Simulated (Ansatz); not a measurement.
The cluster Ge₃O₉H₆, relaxed as a singlet with RKS PBE-D4/def2-SVP in Ansatz, starting from the GFN2-xTB geometry. Force threshold 0.03 eV/Å.

The structure holds 2 bonds between oxygen atoms, so isomers without such links may lie far lower. The structure comes from a short search, and lower isomers may exist.

Start:

Cartesian coordinates in Å:
```
Ge -1.070 -2.182 0.576
Ge 0.120 1.938 1.174
Ge 1.872 0.172 -0.929
O 1.353 -2.644 0.179
O -0.654 2.417 2.474
O 0.607 -1.619 -0.486
O -0.393 2.508 -0.477
O -1.824 0.094 -0.081
O 3.259 -0.708 -0.157
O -1.722 2.978 -0.640
O -1.765 -3.078 -0.753
O 1.514 1.133 0.808
H -2.599 0.651 0.047
H -1.771 3.820 -0.168
H 3.486 -0.398 0.721
H -1.314 -3.253 -1.582
H 2.270 -2.278 0.153
H -1.369 0.449 -0.859
```

```json
{"step": "1", "energy (eV)": "-187994.7079", "largest force component (eV/Å)": "3.195", "SCF passes": "26"}
{"step": "2", "energy (eV)": "-187995.1916", "largest force component (eV/Å)": "1.449", "SCF passes": "28"}
{"step": "3", "energy (eV)": "-187995.3898", "largest force component (eV/Å)": "0.724", "SCF passes": "28"}
{"step": "4 (rejected)", "energy (eV)": "-187995.3483", "largest force component (eV/Å)": "1.638", "SCF passes": "27"}
{"step": "5", "energy (eV)": "-187995.4426", "largest force component (eV/Å)": "0.726", "SCF passes": "23"}
{"step": "6", "energy (eV)": "-187995.4950", "largest force component (eV/Å)": "0.752", "SCF passes": "23"}
{"step": "7", "energy (eV)": "-187995.5621", "largest force component (eV/Å)": "0.680", "SCF passes": "23"}
{"step": "8", "energy (eV)": "-187995.6371", "largest force component (eV/Å)": "0.502", "SCF passes": "28"}
{"step": "9", "energy (eV)": "-187995.6937", "largest force component (eV/Å)": "0.603", "SCF passes": "29"}
{"step": "10", "energy (eV)": "-187995.7527", "largest force component (eV/Å)": "0.673", "SCF passes": "23"}
{"step": "11", "energy (eV)": "-187995.7947", "largest force component (eV/Å)": "0.638", "SCF passes": "22"}
{"step": "12", "energy (eV)": "-187995.8219", "largest force component (eV/Å)": "0.725", "SCF passes": "22"}
{"step": "13", "energy (eV)": "-187995.8427", "largest force component (eV/Å)": "0.178", "SCF passes": "23"}
{"step": "14 (rejected)", "energy (eV)": "-187995.7807", "largest force component (eV/Å)": "0.738", "SCF passes": "29"}
{"step": "15", "energy (eV)": "-187995.8539", "largest force component (eV/Å)": "0.134", "SCF passes": "23"}
{"step": "16", "energy (eV)": "-187995.8565", "largest force component (eV/Å)": "0.059", "SCF passes": "24"}
{"step": "17", "energy (eV)": "-187995.8600", "largest force component (eV/Å)": "0.087", "SCF passes": "23"}
{"step": "18", "energy (eV)": "-187995.8615", "largest force component (eV/Å)": "0.068", "SCF passes": "23"}
{"step": "19", "energy (eV)": "-187995.8625", "largest force component (eV/Å)": "0.035", "SCF passes": "22"}
{"step": "20", "energy (eV)": "-187995.8629", "largest force component (eV/Å)": "0.043", "SCF passes": "23"}
{"step": "21", "energy (eV)": "-187995.8632", "largest force component (eV/Å)": "0.017", "SCF passes": "25"}
```

Force components are those of the run's own axes.

End:

```xyz
18

Ge   -0.378   -2.098    0.480
Ge   -0.125    1.807    0.985
Ge    2.134    0.271   -0.731
O     1.427   -2.617   -0.591
O    -0.915    2.560    2.233
O     0.756   -1.367   -1.053
O    -0.198    2.420   -0.787
O    -1.774    0.482    0.411
O     3.121   -1.061    0.254
O    -1.611    2.564   -1.140
O    -1.510   -2.979   -0.604
O     1.290    0.765    0.898
H    -2.346    0.655    1.192
H    -1.813    3.466   -0.806
H     2.956   -0.867    1.202
H    -1.212   -2.999   -1.536
H     2.288   -2.137   -0.119
H    -2.090    1.135   -0.290
```

Bonds formed: Ge1–O4, Ge2–O8 (atoms count from 1).

No frequencies were taken in this run, so the end may be a saddle point.

Run time 4.4 min (4 threads of Intel Xeon on a shared host), peak host memory 0.55 GiB.
